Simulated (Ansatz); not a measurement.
Molecule: CH7OSi2, charge 0, multiplicity 2. It need not be the lowest isomer of its formula. SMILES: C[SiH2]O[SiH2]
Structure (B3LYP-D3(BJ)/def2-TZVP (Ansatz, a program for electronic structure) minimum search):
```xyz
11

C     -2.2952    -0.8448     0.1004
Si    -1.0176     0.4525    -0.2836
O      0.4811    -0.1863    -0.0406
Si     2.0840     0.0783     0.1734
H     -2.1664    -1.7193    -0.5401
H     -2.2218    -1.1692     1.1400
H     -3.3011    -0.4498    -0.0621
H     -1.1244     0.8938    -1.6951
H     -1.1865     1.6357     0.5960
H      2.7021    -1.1991     0.6217
H      2.2902     1.1366     1.2045
```
Charge 0, spin multiplicity 2.

Computed values are from Ansatz. Cores are frozen in the correlated levels unless marked. Open shells are spin-unrestricted. No spin-orbit coupling. No relativistic terms. CBS marks a two-point X^-3 extrapolation of the correlation energy; Hartree-Fock from the larger set.

- atomisation energy De: 908.3 kcal/mol at CCSD(T)/CBS(cc-pV(T+d)Z,cc-pV(Q+d)Z)
- total energy: -695.6195 Eh at CCSD(T)/CBS(cc-pV(T+d)Z,cc-pV(Q+d)Z)
- dipole moment: 0.83 D at CCSD(T)/aug-cc-pV(D+d)Z
- T1 diagnostic: 0.013 at CCSD/cc-pV(Q+d)Z
